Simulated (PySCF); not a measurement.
## 17O chemical shifts

How the numbers were obtained: geometry: GFN2-xTB, NMR shieldings at PBE0/pcSseg-1/GIAO, in PySCF 2.14.0 with density-fitted response routines (relativity neglected, a single conformation, one averaged value for each set of equivalent atoms, no solvent model).

Shieldings were converted by a linear fit to measured shifts: 17O: δ = 266.70 − 0.911σ (rms 10.7 ppm, 155 shifts, 12.2 ppm with the 3 outliers that the fit left out vs liquid water, solution or neat liquid). A few per cent of atoms miss by over 2 rms, more outside the fitted compound classes.

Task: Give the 17O shifts of `[H]/N=C\C(=O)CC(F)(F)F`.

Result: 
```json
{"compound": "[H]/N=C\\C(=O)CC(F)(F)F", "environment": "ketone oxygen", "δ (ppm)": "582.0"}
```

Task: Match the shifts 574.6, 396.3, 238.0, 83.0, -12.2 ppm to `COC[P@H](=S)C1=CCCC1`, `Oc1ccncc1`, `O=Cc1cpcc([SiH3])c1`, `[O-][n+]1ccccc1`, `[H]/N=C\c1ccco1`.

Result: 574.6: O=Cc1cpcc([SiH3])c1 (aldehyde oxygen); 396.3: [O-][n+]1ccccc1 (oxygen bonded to N); 238.0: [H]/N=C\c1ccco1 (aromatic ring oxygen); 83.0: Oc1ccncc1 (phenol-type oxygen); -12.2: COC[P@H](=S)C1=CCCC1 (ether oxygen).
